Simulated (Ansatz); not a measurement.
Consider the substitution at a C–C bond: `CCCBO` + `CN[SiH2]N` → `CN[SiH2]NC` + `CCBO`.

Program: Ansatz. Geometries: PBE0-D4/def2-TZVP. ΔE: electronic, gas phase. CCSD(T)/CBS adds triple-zeta CCSD(T) − MP2 to the extrapolated MP2 energy (def2 sets, frozen cores). DFT in def2-TZVPP. B3LYP here is the variant with VWN-RPA as its local correlation; programs differ in this. Each species was taken in one conformer, which may not be the lowest.

Task: Is it downhill or uphill in electronic energy at CCSD(T)/CBS, and by how much? (An estimate is asked.)

Result: The calculation gave: Uphill: ΔE = +10.8 kcal/mol.

Task: What do these levels give: PBE-D4, r2SCAN-D4, PBE0-D4, B3LYP-D4, ωB97M-V, B2PLYP, PBE0, B3LYP, HF/def2-TZVPP, MP2/def2-TZVPP, SCS-MP2/def2-TZVPP, CCSD/CBS(def2)? (Best estimate.)

Result: The calculation gave: PBE-D4 9.4, r2SCAN-D4 10.4, PBE0-D4 9.8, B3LYP-D4 9.0, ωB97M-V 10.2, B2PLYP 9.8, PBE0 9.9, B3LYP 9.1, HF/def2-TZVPP 9.1, MP2/def2-TZVPP 10.9, SCS-MP2/def2-TZVPP 10.2, CCSD/CBS(def2) 10.8 kcal/mol.

Largest T1 diagnostic among the species: 0.011.

In def2-TZVPP, CCSD(T) changes the Hartree–Fock value by +1.2 kcal/mol (the triples alone add +0.1 kcal/mol) and MP2 by +1.8 kcal/mol.
